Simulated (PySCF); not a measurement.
H₃Cl₃HfOSi, charge -1, doublet, at a GFN2-xTB geometry (such geometries of metal compounds can be far from the true shape) (the multiplicity is a formal guess) (core potentials on Hf). Base run: DF-CAMB3LYP/def2-SV(P) (PySCF).

Here is a job for PySCF.
```python
from pyscf import gto, scf, dft

mol = gto.M(
    atom='''
Hf    0.129132    0.101364    0.142522
Cl    1.267948    1.215831    1.788663
Cl   -0.482923   -1.721246    1.390278
Cl   -1.059501    1.890892   -0.656323
O     0.636359   -0.747569   -1.498696
Si   -0.508435   -1.423640   -2.369409
H    -1.859721   -1.296839   -1.764920
H    -0.207272   -2.855039   -2.524354
H    -0.537228   -0.787936   -3.695554
''',
    basis='def2-sv(p)',
    ecp={'Hf': 'def2-sv(p)'},
    charge=-1,
    spin=1,
    verbose=4,
)

mf = dft.UKS(mol)
mf.xc = 'camb3lyp'
mf = mf.density_fit(auxbasis='def2-universal-jkfit')
mf.kernel()
mf.analyze()
```

Variants of this job, named by their change:

```csv
change,ΔE vs base (µEh),SCF cycles,<S^2>,outcome
base,0.0,14,0.751,converged
conv_tol = 1e-12,0.0,25,0.751,converged
level_shift = 0.1 (with mf.max_cycle = 100),0.0,16,0.751,converged
level_shift = 0.3 (with mf.max_cycle = 100),0.0,22,0.751,converged
init_guess = vsap,-,-,-,input refused
conv_tol_grad = 1e-7,0.0,19,0.751,converged
conv_tol = 1e-7,0.0,12,0.751,converged
diis = off; damp = 0.3 (with mf.diis_start_cycle = 200; with mf.max_cycle = 150),0.0,43,0.751,converged
init_guess = huckel,0.0,15,0.751,converged
conv_tol = 1e-4,19.0,7,0.751,converged
DIIS = EDIIS,-,50,-,not converged
diis_space = 4,0.0,19,0.751,converged
diis_space = 20,0.0,14,0.751,converged
```

Open shells are given as the SCF converged; they aren't shown to be the lowest states, and a large step between rows can be another state.

- init_guess = vsap: ended with `AssertionError: ECP or PP not supported`
